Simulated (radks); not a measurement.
Task: Species: the chromium ion Cr+. Configuration: [Ne] 3s2 3p4 3d5 4f2 (not the ground configuration). Method: scalar-relativistic Kohn-Sham, PBE, spin-polarised, spherical densities, finite nucleus; open shells are filled with parallel spins first; Fermi nuclear charge, rms radius 3.6452 fm; computed with a radial shooting solver on a logarithmic mesh with Libxc functionals. Some entries of the table are withheld. Estimate them.

orbital,occ.,eigenvalue (hartree),r(max) (bohr),<1/r> (bohr^-1)
1s up,1,-217.5365,0.04160,23.88
1s down,1,-217.5062,0.04160,23.89
2s up,1,-25.79285,0.2433,5.052
2s down,1,-25.68404,0.2431,5.064
2p up,3,-21.89645,0.1974,4.955
2p down,3,-21.79557,0.1973,4.965
3s up,1,-3.97616,0.7707,1.600
3s down,1,-3.62243,0.7727,1.583
3p up,3,-2.90729,0.7872,(1)
3p down,1,-2.56472,0.7910,(2)
3d up,5,-1.24460,0.7824,1.194
3d down,0,-0.94031,0.7989,1.138
4f up,2,-0.12362,5.836,(3)

Result: 
(1) 3p up <1/r> (bohr^-1): 1.476
(2) 3p down <1/r> (bohr^-1): 1.453
(3) 4f up <1/r> (bohr^-1): 0.1764
